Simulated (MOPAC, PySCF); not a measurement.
C9H10SSi, SMILES `Cc1cc2ccc([SiH3])cc2s1`, neutral singlet in the gas phase. 

Cartesian coordinates (Å):
```xyz
21

C     -4.0721     0.2737     1.0774
C     -2.6206     0.1615     0.7346
C     -2.0232    -0.6937    -0.1467
C     -0.5956    -0.5310    -0.2344
C      0.3434    -1.2240    -1.0233
C      1.6893    -0.8923    -0.9425
C      2.1556     0.1334    -0.0815
Si     3.9842     0.5569    -0.0033
C      1.2289     0.8280     0.7072
C     -0.1274     0.4954     0.6272
S     -1.4521     1.2244     1.5139
H     -4.4654     1.2783     0.8497
H     -4.2504     0.0885     2.1497
H     -4.6545    -0.4602     0.5021
H     -2.5826    -1.4294    -0.7272
H      0.0077    -2.0188    -1.6941
H      2.4041    -1.4416    -1.5623
H      4.7953    -0.6382     0.3777
H      4.1941     1.6321     1.0094
H      4.4844     1.0338    -1.3278
H      1.5570     1.6232     1.3814
```
Charge 0, multiplicity 1.

All levels are single points at this geometry (B3LYP-D3(BJ)/def2-SVP); Pople sets use spherical d functions. Orbital energies aren't observables, and empty levels follow the basis.

```csv
level,HOMO (eV),LUMO (eV),gap (eV),dipole (D),"vertical IE, Delta-SCF (eV)"
B3LYP-D3(BJ)/def2-TZVP in PySCF,-6.16,-1.20,4.95,2.11,7.86
M06-2X/def2-TZVP in PySCF,-7.36,-0.31,7.05,1.94,8.16
PBE-D3(BJ)/def2-TZVP in PySCF,-5.46,-1.85,3.61,2.22,7.74
B3LYP/6-311+G** in PySCF,-6.18,-1.22,4.96,2.03,–
BP86/6-31G* in PySCF,-5.30,-1.63,3.67,2.14,–
M06-2X/6-31G* in PySCF,-7.18,-0.03,7.15,1.90,–
PBE/6-31G* in PySCF,-5.21,-1.54,3.67,2.14,7.57
SVWN5/6-31G* in PySCF,-5.35,-1.70,3.65,2.15,7.74
HF/3-21G in PySCF,-8.19,2.55,10.74,2.04,–
HF/STO-3G in PySCF,-5.91,6.20,12.11,0.66,–
AM1 in MOPAC,-8.48,-0.35,8.13,0.68,–
PM3 in MOPAC,-8.62,-0.47,8.15,0.96,–
PM6 in MOPAC,-8.62,-0.52,8.10,1.44,–
```
